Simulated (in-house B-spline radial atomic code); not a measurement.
## Rh VII (Rh6+): [Kr] 4d3

All numbers are computed (non-relativistic BHandHLYP, spin-polarised, spherical fractional occupations; point nucleus) with a B-spline radial code for spherical atoms, not measured.

Effective charges: Z_r = [3n² - l(l+1)]/(2<r>) from the radius, Z_e = n√(-2ε) from the energy, and Slater's rules. Values are occupation-weighted means over spin.

```tsv
shell	electrons	ε (eV)	<r> (bohr)	Z_r	Z_e	Slater
1s	2	-22632	0.03385	44.32	40.79	44.70
2s	2	-3342.4	0.1471	40.78	31.35	40.85
2p	6	-3101.7	0.126	39.69	30.20	40.85
3s	2	-690.05	0.4013	33.64	21.36	33.75
3p	6	-593.9	0.3944	31.70	19.82	33.75
3d	10	-417.41	0.3687	28.48	16.62	23.85
4s	2	-175.57	0.9763	24.58	14.37	17.25
4p	6	-143.33	1.035	22.22	12.98	17.25
4d	3	-91.136	1.211	17.34	10.35	8.30
```

The least bound orbital is 4d up at -91.14 eV, and it is also the most diffuse (<r> = 1.211 bohr).

Caution: exact exchange at fractional occupations of open shells leaves self-interaction of up to several eV.
